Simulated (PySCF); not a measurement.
**RbF and its ions**

PBE0; basis Rb def2-SVPD with ECP28, F def2-SVPD; scalar-relativistic core potentials; PySCF 2.14. Neutral (UKS): singlet (closed shell), Re = 2.353 Å, ωe = 360 cm⁻¹, De = 4.80 eV, HOMO -6.21 eV, LUMO -1.07 eV.

RbF⁻ (UKS): doublet (σ ↑), Re = 2.449 Å, ωe = 294 cm⁻¹, De = 1.86 eV to Rb + F⁻. The energies at the minima are -123.81744 hartree for RbF and -123.83316 for RbF⁻.

**Question.** Work out the adiabatic electron affinity, without and with harmonic zero-point energies (1 hartree = 27.2114 eV, 1 eV = 8065.5 cm⁻¹), and the change of the bond length.

**Answer.** At PBE0: 0.01572 hartree = 0.428 eV between the minima; the zero-point term (360.0 − 294.0)/2 cm⁻¹ = +0.004 eV makes it 0.432 eV. Re changes by +9.6 pm against the neutral. The electron enters a σ orbital; in so polar a molecule the change of length follows mostly from the change of the ionic charges.

Spin–orbit coupling is left out. For an ion De counts to the pair picked by the measured ionisation energies or electron affinities, which need not be the lowest pair at this level. The highest Kohn–Sham level is positive in this anion. Much of that is self-interaction error, but it also means that the finite basis helps to hold the extra electron. States were picked by a PBE0 search and need not be the measured ground states.
